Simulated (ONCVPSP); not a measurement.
**Transferability test, ONCV potential for cadmium**

```json
{"Element": "cadmium", "Generator": "ONCVPSP 4.0.1", "Type": "optimised norm-conserving Vanderbilt (ONCV)", "Functional": "PBE", "Relativity": "scalar-relativistic", "Frozen core": "[Ar] 3d10 4s2", "Valence charge": "18", "Reference configuration": "4p6 4d10 5s2", "Partial waves": "5s: rc 2.35 bohr, ncon 4, nbas 7, qcut 2.7 1/bohr, 2 projectors, debl 2.9 Ha; 4p: rc 1.45 bohr, ncon 5, nbas 8, qcut 8.8 1/bohr, 2 projectors, debl 1.8 Ha; 4d: rc 1.55 bohr, ncon 4, nbas 8, qcut 10.9 1/bohr, 2 projectors, debl 1.4 Ha", "Local potential": "polynomial inside 1.25 bohr (lpopt 5, dvloc0 0 Ha)", "Core correction": "Teter function, fcfact 2.5, rcfact 1.25"}
```

In the p channel the program set the typed energies aside and used -2.461, 0.250 Ha.

Energies are relative to the spin-unpolarised reference configuration 4p6 4d10 5s2; without spin polarisation the order of configurations can differ from experiment.

```json
{"valence configuration": "4p6 4d10 5s1", "charge": "+1", "ΔE all-electron (eV)": "9.273", "error AE − PS (meV)": "-6.3"}
{"valence configuration": "4p6 4d10 5s0", "charge": "+2", "ΔE all-electron (eV)": "26.399", "error AE − PS (meV)": "-30"}
{"valence configuration": "4p6 4d9 5s0", "charge": "+3", "ΔE all-electron (eV)": "64.408", "error AE − PS (meV)": "+24"}
```

**Question.** What are ΔE and the potential's error for 4p5 4d10 5s2?

**Answer.** ΔE = 74.200 eV all-electron; the error (AE − PS) is -138 meV.

Note: ghosts flagged at negative energy: s at -49.8 eV; no localised positive-energy state flagged. A true bound ghost makes a file unfit for plane-wave use.
